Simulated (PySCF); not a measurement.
A run for PySCF: R-MP2/6-31G* on H6 chain, a point of a bond scan (R = 1.300 Å).

```python
from pyscf import gto, scf, dft, mp
from pyscf.data.elements import chemcore

mol = gto.M(
    atom='''
    H     0.00000000    0.00000000    0.00000000
    H     0.00000000    0.00000000    1.30000000
    H     0.00000000    0.00000000    2.60000000
    H     0.00000000    0.00000000    3.90000000
    H     0.00000000    0.00000000    5.20000000
    H     0.00000000    0.00000000    6.50000000
    ''',
    basis='6-31g*',
    cart=True,
    charge=0, spin=0, verbose=3, max_memory=1800)
mf = scf.RHF(mol)
mf.conv_tol = 1e-8
mf.max_cycle = 100
mf.kernel()
if not mf.converged:
    mf = mf.newton().run(mf.mo_coeff, mf.mo_occ)
pt = mp.MP2(mf, frozen=chemcore(mol)).run()
```

### Question
Predict the final total energy.

### Answer
-3.1810 hartree.
